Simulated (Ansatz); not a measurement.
Basis sets compared for Ba₃Se₂. Total charge 0; singlet. Geometry PBE0-D4/def2-SVP. Ansatz on 4 threads of Arm Neoverse V2 on a shared host; times are rough, and most runs start from earlier orbitals.

```xyz
5

Ba    0.432    2.265    0.316
Ba    1.362   -1.261   -1.405
Ba   -1.795   -1.004    1.090
Se   -1.176    0.439   -1.535
Se    1.177   -0.439    1.534
```

In the def2 sets Ba takes a core potential; there is no spin–orbit coupling. The restricted singlet is unstable towards broken spin symmetry in Hartree–Fock (as tested in another run); at PBE-D4/def2-SVP, PBE-D4/def2-TZVP, PBE0-D4/def2-SVP, PBE0-D4/def2-TZVP this wasn't settled. The structure comes from a short search, and lower isomers may exist.

Binding counts from free atoms (Ba singlet, Se triplet) in the same basis, without a counterpoise term.

| level | functions | energy (Eh) | HOMO (eV) | LUMO (eV) | binding per atom (eV) | wall time |
| --- | --- | --- | --- | --- | --- | --- |
| PBE-D4/def2-SVP | 154 | -4878.5139 | -2.62 | -1.74 | 2.90 | 3.2 s |
| PBE0-D4/def2-SVP | 154 | -4878.6013 | -2.91 | -1.35 | 2.82 | 6 s |

(1) Estimate the rows for PBE-D4/def2-TZVP (with forces), PBE0-D4/def2-TZVP.

Results:

(1) 
| level | functions | energy (Eh) | HOMO (eV) | LUMO (eV) | binding per atom (eV) | wall time |
| --- | --- | --- | --- | --- | --- | --- |
| PBE-D4/def2-TZVP (with forces) | 216 | -4879.1810 | -2.62 | -1.75 | 2.89 | 6.5 s |
| PBE0-D4/def2-TZVP | 216 | -4879.2685 | -2.90 | -1.38 | 2.83 | 10 s |
